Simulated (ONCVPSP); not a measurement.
# u(r) = r·R(r): atom against pseudo-atom (nickel (Ni))

Columns: radius, all-electron u(r) and pseudo u(r) of the 3s shell (level -108.34 eV) of nickel in the configuration [Ne] 3s2 3p6 3d8.5 4s1.5; PBE, scalar-relativistic, ONCV scheme, ONCVPSP 4.0.1.

| r (bohr) | all-electron | pseudo |
| --- | --- | --- |
| 0.047 | 0.2731 | 0.0376 |
| 0.095 | -0.2963 | 0.0866 |
| 0.142 | -0.6443 | 0.1531 |
| 0.190 | -0.6603 | 0.2447 |
| 0.237 | -0.4453 | 0.3578 |
| 0.285 | -0.1125 | 0.4935 |
| 0.332 | 0.2369 | 0.6393 |
| 0.380 | 0.5638 | 0.7923 |
| 0.427 | 0.8289 | 0.9362 |
| 0.475 | 1.0339 | 1.0667 |
| 0.522 | 1.1723 | 1.1696 |
| 0.570 | 1.2570 | 1.2428 |
| 0.617 | 1.2933 | 1.2803 |
| 0.665 | 1.2929 | 1.2850 |
| 0.712 | 1.2646 | 1.2610 |
| 0.760 | 1.2153 | 1.2141 |
| 0.807 | 1.1533 | 1.1529 |
| 0.855 | 1.0814 | 1.0812 |
| 0.902 | 1.0064 | 1.0061 |
| 0.950 | 0.9282 | 0.9280 |
| 0.997 | 0.8523 | 0.8522 |
| 1.045 | 0.7772 | 0.7770 |
| 1.092 | 0.7070 | 0.7068 |
| 1.140 | 0.6394 | 0.6392 |
| 1.187 | 0.5776 | 0.5774 |
| 1.235 | 0.5191 | 0.5190 |

(1) How many radial nodes do the two functions have?

(2) At about which radius was the pseudo-wave matched?

(3) Is the pseudo-wave norm-conserving?

Results:

(1) The all-electron 3s function has n − l − 1 = 2; the pseudo-wave has 0, since the states of the same l below it are removed with the core.

(2) 0.95 bohr. The columns agree to 0.0005 from 0.81 bohr on; several derivatives are matched, so the curves merge somewhat inside the radius.

(3) Yes: the ONCV scheme keeps the norm inside the radius equal to the all-electron one, which fixes the energy derivative of the logarithmic derivative at the level.
